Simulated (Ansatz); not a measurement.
Basis-set extrapolation for C3H7BSi, SMILES `B[SiH](C)C#C` (PBE0-D4/def2-TZVP geometry, frozen core, Ansatz). Multiplicity 1, RHF reference.

```
                      def2-TZVPP   def2-QZVPP
                 HF  -431.283442  -431.298576
    MP2 correlation    -0.695280    -0.740793
CCSD(T) correlation    -0.780784      not run
```

Energies in hartree. Use E(X) = E(∞) + A·exp(−7.88·√X) for Hartree–Fock and E(X) = E(∞) + B·X^(−2.97) for correlation, with X = 3 and 4, and add CCSD(T) minus MP2 of the smaller set to the MP2 limit.

Q: What is the CCSD(T) energy at the basis-set limit?

A: HF limit: -431.298576 + (-0.015134) × 0.13774 = -431.30066. MP2 limit: -0.740793 + (-0.045513) × 0.74074 = -0.77451. Higher-order term: -0.780784 − (-0.695280) = -0.08550. Total: -432.16067 hartree, 253.2 kJ/mol below CCSD(T)/def2-TZVPP.
